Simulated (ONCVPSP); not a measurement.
# What the settings do to the ONCV potential of gold

Base potential:

Au, optimised norm-conserving Vanderbilt (ONCV), made with ONCVPSP 4.0.1 (PBEsol, scalar-relativistic). Core [Xe] 4f14, reference 5d10 6s1. Waves: 6s: rc 2.05 bohr, ncon 4, nbas 8, qcut 2.9 1/bohr, 2 projectors, debl 1.3 Ha; p scattering state at 0.35 Ha: rc 1.95 bohr, ncon 3, nbas 7, qcut 3.9 1/bohr, 2 projectors, debl 2.5 Ha; 5d: rc 2.35 bohr, ncon 4, nbas 9, qcut 5.6 1/bohr, 1 projector. Local part: polynomial inside 1.50 bohr (lpopt 5, dvloc0 -1 Ha). Core correction: Teter function, fcfact 3.25, rcfact 1.75.

Cutoffs, loose and tight: the cutoffs (Ha) at which the residual kinetic energy of the hardest occupied pseudo-wave falls to 1 and 0.1 mHa per electron. They do not see the model core or the augmentation charge, which bear on the density cutoff. Test errors are all-electron minus pseudo excitation energies from the reference, over the configurations 5d10 6s0; 5d9 6s0; 5d8 6s0; 5d10 6s0.5. A dash means not determined; rows that change the core or the reference have their own tests.

For the base: The cutoffs count occupied waves only; projector 2 of the p channel, the hardest unoccupied one, needs 46 Ha at the loose tolerance.

A true bound ghost makes a file unfit for plane-wave use even where its test errors are small: the radial tests pick states by their node count and pass the ghost by.

```
     change    outcome  cutoff, loose  cutoff, tight  bound ghosts  GHOST(+) flags above zero  largest test error (meV)
       base  generated          13 Ha          16 Ha          s, p                          p                      -542
d: qcut 8.3  generated          19 Ha          23 Ha          s, p                          p                      -561
```

Question: What comes out with this change to the base: d: rc 3.4?

Answer: outcome: generated; cutoff, loose: 10 Ha; cutoff, tight: 16 Ha; bound ghosts: s, p, d; GHOST(+) flags above zero: p; largest test error (meV): -307.

Question: What comes out with this change to the base: d: nproj 2?

Answer: outcome: generated; cutoff, loose: 13 Ha; cutoff, tight: 16 Ha; bound ghosts: s, p; GHOST(+) flags above zero: p; largest test error (meV): -460.
